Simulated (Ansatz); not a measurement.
Gas-phase electronic energies from Ansatz, PBE0-D4/def2-TZVP geometries. CBS: MP2 limit from def2 TZ/QZ plus the TZ coupled-cluster correction, frozen cores. DFT in def2-TZVPP. One conformer a species, not always the lowest.

Reaction (redistribution): `CBO[SiH](O)F` + `C=CN(C)[SiH2]Cl` → `CN([SiH2]Cl)[SiH](O)F` + `C=COBC`

`CBO[SiH](O)F`:

```xyz
12

C    -1.197    1.178   -1.533
B    -0.701   -0.056   -0.725
O     0.161    0.098    0.316
Si    0.846   -0.950    1.367
O     2.439   -0.680    1.475
F     0.139   -0.685    2.764
H    -0.951    1.055   -2.594
H    -0.789    2.128   -1.183
H    -2.292    1.229   -1.498
H    -1.065   -1.173   -1.001
H     0.650   -2.354    0.986
H     2.760    0.210    1.627
```

`C=CN(C)[SiH2]Cl`:

Z-matrix (Å, degrees):
```
C
N 1 1.447
H 1 1.091 2 109.9
H 1 1.095 2 110.4 3 -119.4
H 1 1.096 2 111.5 3 120.2
C 2 1.385 1 117.3 3 178.0
Si 2 1.715 1 120.3 3 -13.3
C 6 1.333 2 126.7 1 -0.7
H 6 1.087 2 113.7 1 -179.9
Cl 7 2.063 2 113.2 1 -76.7
H 7 1.478 2 108.6 1 40.7
H 7 1.477 2 107.9 1 164.8
H 8 1.081 6 119.4 2 -178.5
H 8 1.082 6 123.1 2 1.4
```

`CN([SiH2]Cl)[SiH](O)F`:

```xyz
14

C     0.900    0.936    1.192
N     0.132    0.288    0.125
Si    0.875   -0.007   -1.393
Cl    1.407   -2.004   -1.585
Si   -1.454   -0.264    0.465
O    -1.899   -1.351   -0.662
F    -2.531    0.899    0.356
H     0.871    2.025    1.108
H     0.495    0.665    2.171
H     1.945    0.618    1.177
H    -0.035    0.267   -2.521
H     2.128    0.776   -1.462
H    -1.513   -0.748    1.858
H    -1.321   -2.099   -0.830
```

`C=COBC`:

Cartesian coordinates in Å:
```
C -1.238 0.023 -1.419
C -0.314 0.930 -1.148
O 0.950 0.653 -0.726
B 1.302 -0.032 0.396
C 0.306 -0.543 1.483
H -2.202 0.338 -1.794
H -1.056 -1.037 -1.289
H -0.476 1.992 -1.302
H 2.485 -0.209 0.493
H 0.694 -0.315 2.480
H 0.258 -1.639 1.436
H -0.712 -0.162 1.392
```

(1) Is it downhill or uphill in electronic energy at CCSD(T)/CBS, and by how much? (Best estimate.)

(2) What do these levels give: B2PLYP, PBE, r2SCAN, CCSD/def2-TZVPP, CCSD(T)/def2-TZVPP, MP2/def2-QZVPP? (Best estimate.)

Largest T1 diagnostic among the species: 0.013.

Answers

(1) The calculation gave: Uphill: ΔE = +89.9 kJ/mol.

(2) Computed: B2PLYP 95.4, PBE 88.0, r2SCAN 91.0, CCSD/def2-TZVPP 91.5, CCSD(T)/def2-TZVPP 89.5, MP2/def2-QZVPP 96.6 kJ/mol.

From PBE to PBE0 (25 % exact exchange), in def2-TZVPP and without D4, ΔE moves by +3.2 kJ/mol. The D4 term adds −6.9 kJ/mol with B3LYP and −3.7 kJ/mol with PBE0; it sums over pairs of atoms, weighted by their polarisabilities, and B3LYP, whose exchange is more repulsive, gets the larger term.

B3LYP here is the variant with VWN-RPA as its local correlation; programs differ in this.
